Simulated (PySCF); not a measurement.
## Exercise with solution: dipole moment from atomic charges

Ge(H)2(Cl)(vinyl) (C₂H₅ClGe), SMILES [CH](=C)[GeH2][Cl]. Atoms are numbered in the order given.

```xyz
9

Ge     0.7375     0.1016     0.0000
Cl    -0.9644     1.4552     0.0000
C      0.0358    -1.6997     0.0000
C     -1.2724    -1.9819     0.0000
H      1.5562     0.4125    -1.2609
H      1.5562     0.4125     1.2609
H      0.7684    -2.5194     0.0000
H     -1.6372    -3.0158     0.0000
H     -2.0284    -1.1879     0.0000
```

Geometry: r2SCAN-D4/def2-SVP. The structure was generated by enumeration, and PubChem lists no compound with its InChIKey, so it may never have been made. One conformer was computed; it need not be the lowest.

Charges (e) from PySCF with PBE/def2-TZVP:

| atom | Mulliken | ESP fit |
|---|---|---|
| Ge1 | 0.331 | 0.174 |
| Cl2 | -0.308 | -0.179 |
| C3 | -0.208 | -0.104 |
| C4 | -0.220 | -0.410 |
| H5 | 0.014 | -0.001 |
| H6 | 0.014 | -0.001 |
| H7 | 0.121 | 0.143 |
| H8 | 0.124 | 0.182 |
| H9 | 0.134 | 0.196 |

The dipole moment of the full density is 2.17 D.

Problem. What dipole moment does each set of point charges give, and which comes closer to that of the density?

Solution. 
μ = Σ q r, and 1 e Å = 4.8032 D.
Mulliken: Σ q r = (0.475, -0.451, 0.000) e Å, |μ| = 3.15 D.
ESP fit: Σ q r = (0.230, -0.396, 0.000) e Å, |μ| = 2.20 D.
ESP fit comes closer in size. Point charges leave out the atoms' own dipoles (lone pairs, polarised bonds); fits to the potential absorb them, partitions of the density don't.
